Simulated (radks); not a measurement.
The numbers below are computed, except where a source is named.
Question: The mean radii <r> (bohr) of the occupied orbitals of an atom or ion are listed with their occupations. Level of theory: non-relativistic Kohn-Sham, PBE, spin-unpolarised, spherical densities, point nucleus (a radial shooting solver on a logarithmic mesh with Libxc functionals).

| orbital | occ. | <r> |
|---|---|---|
| 1s | 2 | 0.09730 |
| 2s | 2 | 0.4809 |
| 2p | 6 | 0.4429 |
| 3s | 2 | 1.642 |
| 3p | 3 | 1.896 |

Name the element and its charge.

Answer: Z = 16, sulfur, charge +1: S+ in [Ne] 3s2 3p3. The 1s radius gives Z: for a bare nucleus <r> = 1.5/Z, 0.09375 bohr for Z = 16, and screening makes it slightly larger (0.09730 here). The occupations add up to 15, and the charge is Z minus that.
